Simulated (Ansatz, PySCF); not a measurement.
Gas-phase reaction (SMILES): CC(C)NB(Cl)Cl [N-dichloroboranylpropan-2-amine] + 6 [H][H] (H2) → B (BH3) + 3 C (CH4) + 2 Cl (HCl) + N (NH3); energy of full hydrogenation.

Each molecule is optimised on its own at B3LYP-D3(BJ)/def2-TZVP (Ansatz, a first-principles code), one conformer each, not searched for the lowest. Correlated levels leave the core frozen unless marked. Spin-orbit coupling is left out. Non-relativistic. Basis-set limits of correlation are two-point, X^-3; Hartree-Fock from the larger set. Thermal terms are rigid-rotor harmonic-oscillator values from B3LYP-D3(BJ) frequencies (PySCF) at 298.15 K and 1 atm. 1 Eh = 627.5095 kcal/mol.

```
species        E, CCSD(T)/CBS(cc-pV(T+d)Z,cc-pV(Q+d)Z) (Ansatz) (Eh)  E, wB97X-V/def2-TZVPD (Ansatz) (Eh)  H - E (Eh)  G - E (Eh)
-------------  -----------------------------------------------------  -----------------------------------  ----------  ----------
CC(C)NB(Cl)Cl                                            -1118.15025                          -1119.18823     0.12823     0.08429
[H][H] (H2)                                                 -1.17450                             -1.17238     0.01336    -0.00144
B (BH3)                                                    -26.54901                            -26.60537     0.03008     0.00872
C (CH4)                                                    -40.45816                            -40.51531     0.04840     0.02728
Cl (HCl)                                                  -460.37849                           -460.74931     0.01000    -0.01120
N (NH3)                                                    -56.50369                            -56.56167     0.03799     0.01614
```

### Question
Work out ΔE and ΔH, ΔG, ΔS and the equilibrium constant at 298.15 K at the first level, then ΔH at the second.

### Answer

1. ΔE = [(-26.54901) + 3×(-40.45816) + 2×(-460.37849) + (-56.50369)] - [(-1118.15025) + 6×(-1.17450)] = 0.01309 Eh = 8.2 kcal/mol at CCSD(T)/CBS(cc-pV(T+d)Z,cc-pV(Q+d)Z).
2. The terms H - E add up to 0.02488 Eh, so ΔH = (0.01309 + (0.02488))×627.5095 = 23.8 kcal/mol.
3. The terms G - E add up to 0.00865 Eh, so ΔG = 13.6 kcal/mol, and ΔS = (0.02488 - (0.00865))×627509.5/298.15 = 34.2 cal/(mol K).
4. log10 K = -ΔG/(RT ln 10) = -10.0, with RT ln 10 = 1.3642 kcal/mol.
5. With ΔH and ΔS taken as constant, ΔG changes sign near ΔH/ΔS = 700 K, a rough figure that leaves out heat capacities.
6. At wB97X-V/def2-TZVPD the same steps give ΔE = 6.9 and ΔH = 22.5 kcal/mol, a shift of -1.3 from the first level.
7. These values are not checked against measurement here, since the tables used lack a sound gas-phase enthalpy of formation for at least one species.
